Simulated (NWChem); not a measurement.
System: SrF₂; SMILES [F][Sr][F]

```xyz
3

Sr     0.0000     0.0000     0.2901
F      1.9215     0.0000    -0.6125
F     -1.9215     0.0000    -0.6125
```
Atoms are numbered in this order, from 1.

All runs: NWChem. The geometry was optimised at PBE0/def2-SVP. No frequency run checked for a minimum. def2 effective core potentials on Sr; no spin-orbit coupling.

**Question.** Predict the results for Hartree-Fock/def2-SVP. Quantities: highest occupied level (eV); orbital gap (eV); dipole (D).

**Answer.** 
- highest occupied level (eV): -13.08
- orbital gap (eV): 12.76
- dipole (D): 6.66
